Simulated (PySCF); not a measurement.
An unknown gives this computed stick spectrum. Computed with PySCF 2.14.0, density-fitted response routines, TDDFT PBE0/def2-SVPD, vertical, gas phase, core orbitals frozen in the response. Geometries: GFN2-xTB, one conformer each.

```tsv
state	E (eV)	f	main configurations (H = HOMO, L = LUMO)
S1	3.73	0.0000	H→L (85%), H-1→L (11%)
S2	4.33	0.0004	H-1→L (84%), H→L (12%)
S3	4.88	0.0028	H→L+1 (78%), H-1→L+1 (22%)
S4	5.22	0.095	H-2→L (59%), H-3→L (21%), H-2→L+1 (12%)
S5	5.59	0.0003	H-1→L+1 (78%), H→L+1 (21%)
S6	5.62	0.176	H-3→L (49%), H-2→L (33%), H-2→L+1 (16%)
S7	6.52	0.184	H-2→L+1 (63%), H-3→L (27%)
S8	6.59	0.0014	H→L+2 (87%)
```

Triplets computed (Tamm–Dancoff): 3.26, 3.78, 4.01 eV.

Question: Which candidate is it? All have the formula C7H7NO.
A. `CC#CC#CC(=O)NC`
B. `O=CNC1=C[C@@H]2C=C[C@H]12`
C. `C=CC1=C(O)C=CN=C1`
D. `c1ccncc1C(=O)C`
E. `C[C@@H]1C=COC(C#N)=C1`

Answer: D. Its S1, at 3.73 eV, is the lowest among the candidates; the nearest of the others has S1 at 4.07 eV. S1 is HOMO→LUMO (85%), HOMO-1→LUMO (11%). Löwdin shares by element: HOMO oxygen 35%, nitrogen 28%, carbon 14% or more (atoms not listed hold the other 22%); LUMO carbon 45% or more, oxygen 17% (atoms not listed hold the other 38%). At the same level the other candidates give, for their lowest levels:
- `C[C@@H]1C=COC(C#N)=C1`: 4.46 eV (f 0.018); 5.78 eV (f 0.007); 6.02 eV (f 0.008); 6.32 eV (f 0.063); 6.70 eV (f 0.441); T1 3.23 eV; HOMO -6.90, LUMO -1.41 eV
- `C=Cc1cnccc1O`: 4.63 eV (f 0.002); 4.92 eV (f 0.121); 5.23 eV (f 0.022); 5.29 eV (f 0.176); 5.95 eV (f 0.115); T1 3.42 eV; HOMO -7.03, LUMO -1.32 eV
- `CC#CC#CC(=O)NC`: 4.07 eV (f 0.000); 4.57 eV (f 0.061); 4.86 eV (f 0.000); 4.95 eV (f 0.001); 5.43 eV (f 0.143); T1 3.49 eV; HOMO -7.21, LUMO -1.47 eV
- `O=CNC1=C[C@@H]2C=C[C@H]12`: 4.89 eV (f 0.085); 5.30 eV (f 0.002); 5.54 eV (f 0.000); 5.75 eV (f 0.038); 5.87 eV (f 0.178); T1 3.51 eV; HOMO -6.46, LUMO -0.66 eV

Conformer computed: `[CH3:1][C:2](=[O:3])[c:4]1[cH:5][cH:6][cH:7][n:8][cH:9]1`: C1–C2–C4–C5 180°.
